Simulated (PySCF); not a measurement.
Delta-SCF ions had no search for a lower state. Excitations are Tamm–Dancoff values on a coarser integration grid. The basis has no diffuse functions, so Rydberg states are missing or too high.

Z-matrix (Å, degrees):
```
Si
O 1 1.6326
C 2 1.4048 1 127.12
H 3 1.0995 2 108.32 1 179.27
H 3 1.1026 4 108.67 2 -121.07
H 3 1.1041 4 108.45 5 -117.85
O 1 1.6326 2 109.83 3 -179.21
C 7 1.4048 1 127.11 2 59.97
H 8 1.0994 7 108.32 1 179.27
H 8 1.1026 9 108.67 7 -121.08
H 8 1.1041 9 108.45 10 -117.85
O 1 1.6326 2 109.84 3 59.87
C 12 1.4049 1 127.10 2 -179.09
H 13 1.0994 12 108.32 1 179.25
H 13 1.1026 14 108.67 12 -121.08
H 13 1.1041 14 108.45 15 -117.85
I 1 2.4614 2 109.08 3 -59.67
```
Charge 0, spin multiplicity 1.

Task: Give the vertical ionisation energy (Delta-SCF), HOMO, brightest of the four lowest singlets (TDA), total energy and dipole moment at the level M06-2X/def2-TZVP // PBE0-D3(BJ)/def2-SVP (PySCF).

Result: 
The vertical ionisation energy (Delta-SCF) is 9.66 eV, the HOMO is -8.81 eV and the brightest of the four lowest singlets (TDA) is 7.99 eV. The total energy is -932.6962 Ha and the dipole moment is 0.42 D.
